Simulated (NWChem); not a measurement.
Species: C3H5FSi; SMILES FC1=CC[SiH2]1

```xyz
10

F     -0.2593     2.1080     0.0000
C      0.0153     0.8012     0.0000
C      1.2386     0.2093     0.0000
C      0.9742    -1.2940     0.0000
Si    -0.8979    -0.8500     0.0000
H      2.2293     0.7010     0.0000
H      1.3496    -1.8245    -0.9005
H      1.3496    -1.8245     0.9005
H     -1.6967    -1.2117    -1.2234
H     -1.6967    -1.2117     1.2234
```
Atoms are numbered in this order, from 1.

Results from NWChem. Medium grid unless said otherwise, to which SCAN and Minnesota functionals are sensitive. Structure relaxed at the PBE-D3(BJ)/def2-SVP level. Hybrids' shares of exact exchange are those that their runs print; pure functionals count as 0. The functionals differ in more than this share.

```
row               share of exact exchange  highest occupied level (eV)
----------------  -----------------------  ---------------------------
PBE/def2-SVP                         0.00                        -6.10
MN15-L/def2-SVP                      0.00                        -6.54
B3LYP/def2-SVP                       0.20                        -7.06
r2SCAN0/def2-SVP                     0.25                        -7.52
MPW1K/def2-SVP                       0.43                     withheld
```

Task: Fit a straight line of the last column on the one before it, predict the withheld value, and compare with the run.

Result: 
1. Means of the 4 shown rows: x = 0.113, y = -6.805. Slope Σ(x − x̄)(y − ȳ)/Σ(x − x̄)² = -0.2297/0.05188 = -4.429; intercept -6.307.
2. The shown rows scatter about the line by 0.177 (root mean square); the largest residual is -0.23, at MN15-L/def2-SVP.
3. At x = 0.43 (MPW1K/def2-SVP; beyond the shown range) the line gives -8.21.
4. The run gives -8.24, -0.03 from the line, 0.2 times the scatter.
